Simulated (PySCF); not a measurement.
# Si(vinyl)2Br2 in a uniform electric field

Species: Si(vinyl)2Br2, C₄H₆Br₂Si.
Structure used (PBE0-D3(BJ)/def2-SVP), in Å, numbered top down from 1:
```xyz
13
C4H6Br2Si angstrom
Si    -0.508   -0.313   -0.452
C     -0.691   -0.579    1.374
C     -1.362    0.226    2.204
H     -0.211   -1.481    1.780
H     -1.863    1.130    1.843
H     -1.441    0.012    3.275
C      1.254   -0.316   -1.034
C      1.847    0.684   -1.693
H      1.829   -1.226   -0.817
H      1.311    1.606   -1.942
H      2.893    0.620   -2.013
Br    -1.497    1.599   -1.030
Br    -1.530   -2.015   -1.473
```

Level: CAM-B3LYP/def2-SVPD (PySCF); nuclei fixed, core orbitals frozen in the response. Permanent dipole (1.785, 0.267, 1.473) D (1 au = 2.5417 D). Static polarisability (au):

```
x   110.99   2.29 -10.76
y     2.29 120.04   1.44
z   -10.76   1.44 115.28
```

Only the terms in μ and α are kept: μ(F) = μ + αF and ΔE = −μ·F − ½ F·αF.

Apply 0.003 au along ±x, ±y and ±z in turn. Tabulate induced and total dipoles and both energy terms.

| field along | induced x (D) | induced y (D) | induced z (D) | total size (D) | −μ·F (kJ/mol) | −½F·αF (kJ/mol) |
| --- | --- | --- | --- | --- | --- | --- |
| +x | 0.846 | 0.017 | -0.082 | 2.990 | -5.531 | -1.311 |
| −x | -0.846 | -0.017 | 0.082 | 1.833 | +5.531 | -1.311 |
| +y | 0.017 | 0.915 | 0.011 | 2.617 | -0.827 | -1.418 |
| −y | -0.017 | -0.915 | -0.011 | 2.384 | +0.827 | -1.418 |
| +z | -0.082 | 0.011 | 0.879 | 2.917 | -4.565 | -1.362 |
| −z | 0.082 | -0.011 | -0.879 | 1.976 | +4.565 | -1.362 |

For the field (-0.0024, -0.0021, -0.0024) au, what is the induced dipole, and what angle does it make with the field?

αF = (-0.624, -0.663, -0.645) D, at 4.8° to the field. The polarisability along this direction, F·αF/F², is 109.63 au, against a mean of 115.44 au.

At what field along the permanent dipole would the induced dipole along it equal the permanent one, in this linear picture?

The polarisability along the dipole is 103.01 au, so F = 0.9166 au / 103.01 au = 0.0089 au = 0.46 V/Å; higher-order terms are ignored.

What field makes μF equal to kT at 100 K?

kT = 0.3167 × 10⁻³ Eh, so F = 0.000346 au = 1.78 MV/cm.

A unit point charge sits 7 Å away. Estimate the induction energy −αe²/2R⁴ with the mean polarisability, treating the molecule as a point.

R = 13.23 bohr, so the energy is −115.4/(2 × 13.23⁴) Eh = -4.95 kJ/mol. The charge–dipole term at its most favourable orientation, −μe/R², is -13.8 kJ/mol.

Geometry: PBE0-D3(BJ)/def2-SVP, one conformer, isolated molecule. The calculation is non-relativistic, for bromine too.
